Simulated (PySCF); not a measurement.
# Exercise with solution: entropy of an ideal gas

sulfur trioxide cation (O3S), SMILES O=S(=O)=O (connectivity only; charge and spin as stated), charge +1, multiplicity 2.

Geometry: PBE-D3(BJ)/def2-TZVP. The multiplicity is an assumed one; other spin states were not compared.

PBE-D3(BJ)/def2-TZVP (PySCF 2.14.0) gives the harmonic wavenumbers 274, 274, 407, 997, 1153, 1153 cm⁻¹ and the rotational temperatures 0.4828, 0.4828, 0.2414 K. The molar mass is 80.06 g/mol, the symmetry number 6, the spin multiplicity 2.

Task: Work out the entropy at 298.15 K and 1 atm in the rigid-rotor, harmonic-oscillator model.

Result: 
Translation (Sackur–Tetrode at 1 atm): S = R[1.5 ln M + 2.5 ln T − 1.16487] = 163.4 J/(mol K).
Rotation: q = (√π/σ) T^1.5/√(θA θB θC) = 6410, S = R[ln q + 3/2] = 85.4 J/(mol K).
Vibration: with u = 1.4388 ν/T, each mode gives R[u/(e^u − 1) − ln(1 − e^−u)]:
```tsv
ν (cm⁻¹)	modes	u	S (J/(mol K))
274	2	1.32	13.14
407	1	1.96	3.92
997	1	4.81	0.40
1153	2	5.56	0.42
```
These are all the modes. Sum 17.9 J/(mol K).
Spin: R ln 2 = 5.8 J/(mol K).
Total 272.4 J/(mol K); the program's own thermochemistry gives 272.4. Translation makes up 60 % and vibration 7 %. Anharmonicity, hindered rotation and orbital degeneracy are left out.
